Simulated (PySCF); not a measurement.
**How methods differ on the ionisation energy of Nb³⁴⁺**

Nb³⁴⁺ [He] 2s2 2p3 (4S) → Nb³⁵⁺ [He] 2s2 2p2 (3P), as a difference of total energies. Calculation: PySCF 2.14, in an even-tempered Gaussian basis (19 s from 13 bohr⁻², ratio 2.2; 12 p from 16 bohr⁻², ratio 2.2; 6 d from 65 bohr⁻², ratio 2.4; 5 f from 97 bohr⁻², ratio 2.4; 4 g from 150 bohr⁻², ratio 2.4); the spin-free X2C one-electron Hamiltonian (Gaussian nucleus). Correlated levels: nothing frozen; virtual orbitals above 40 to 60 times the deepest correlated orbital energy dropped. The calculations carry no spin-orbit coupling.

```csv
method,ionisation energy (eV)
UHF,4600.1
LDA,4596.6
PBE,4597.3
PBE0,4598.3
r2SCAN,4600.7
r2SCANh,4600.7
r2SCAN0,4600.8
MP2 (all electrons),4599.9
SCS-MP2 (all electrons),4599.4
```

Spin-orbit coupling is strong in these open shells (close to jj coupling). The scalar numbers leave it out and a first-order estimate fails, so it can dominate the gap to the real levels.

For this ion Breit and QED terms and the two-electron picture change, all absent here, outweigh the differences among the correlated methods.

For comparison: 4540 ± 30 eV (semi-empirical (NIST evaluation); NIST Atomic Spectra Database, ionization energies).
